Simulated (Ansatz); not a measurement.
Geometry optimisation, RKS BLYP-D4/def2-SVP (Ansatz).

Input file:

```yaml
crystal:
  periodic: [false, false, false]
  atoms:
    - { symbol: Ga, position_ang: [0.053059, 0.332285, -0.096991] }
    - { symbol: H, position_ang: [-0.037995, 0.142872, 1.468132] }
    - { symbol: H, position_ang: [1.451555, 0.634597, -0.762447] }
    - { symbol: H, position_ang: [-1.291179, 0.287023, -0.931666] }
    - { symbol: O, position_ang: [0.16994, -2.472331, 0.886727] }
    - { symbol: H, position_ang: [-0.760854, -2.753722, 0.770708] }
    - { symbol: H, position_ang: [0.087874, -1.718524, 1.533136] }
basis:
  gaussian: { orbitals: def2-SVP }
hamiltonian:
  xc: blyp
  dispersion: d4
relax:
  f_tol: 0.03
  max_steps: 50
```

Launched with:

```bash
$ ansatz run input.yaml --threads 2 --pin off --max-ram 3072MiB --backend cpu --events-out ev --progress --plain --runs-dir out
```

Task: Where does it end, and by what steps?

Result: The run converged. After 6 steps the energy has fallen by 0.422 eV; H2 moved furthest, 0.52 Å. Joined: Ga1–O5 (2.97 → 2.23 Å).

```
step  energy less start (eV)  largest force component (eV/Å)  accepted
   0                  0.0000                           0.753       yes
   1                 -0.0807                           1.290       yes
   2                 -0.2406                           1.878       yes
   3                 -0.3653                           0.457       yes
   4                 -0.4028                           0.228       yes
   5                 -0.4203                           0.044       yes
   6                 -0.4215                           0.016       yes
```

```xyz
7
Properties=species:S:1:pos:R:3
Ga 0.023 0.123 0.062
H -0.139 0.647 1.560
H 1.422 0.281 -0.662
H -1.299 -0.066 -0.805
O 0.139 -2.032 0.632
H -0.749 -2.416 0.480
H 0.274 -2.086 1.601
```

Whether the end is a true minimum wasn't checked by a vibrational analysis.

The run took 7.1 s on 2 threads of Arm Neoverse V2 (shared host), peak memory 0.12 GiB.
